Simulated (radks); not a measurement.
All-electron atom: the argon ion Ar14+ in [He] 2s1 3s1 (not the ground configuration).

Calculated with a radial shooting solver on a logarithmic mesh with Libxc functionals: scalar-relativistic Kohn-Sham, SOGGA, spin-polarised, spherical densities, point nucleus; open shells are filled with parallel spins first.

Energy parts (hartree):
part                      energy
total                 -360.80067
kinetic                363.66533
electron-nucleus      -747.20604
Hartree                 35.52701
exchange-correlation   -12.78698

Orbitals (lengths in bohr, moments of r in powers of bohr):
orbital,occ.,eigenvalue (hartree),<1/r>
1s up,1,-142.3098,17.79
1s down,1,-142.1026,17.78
2s up,1,-31.50196,4.171
3s up,1,-13.11479,1.769

The highest occupied level is 3s up at -356.87 eV. Spin moment in Bohr magnetons: 2. Summed over all electrons, <r^2> = 0.9618 bohr^2, which gives a Langevin (diamagnetic) susceptibility term of -0.762 x 10^-6 cm^3/mol.
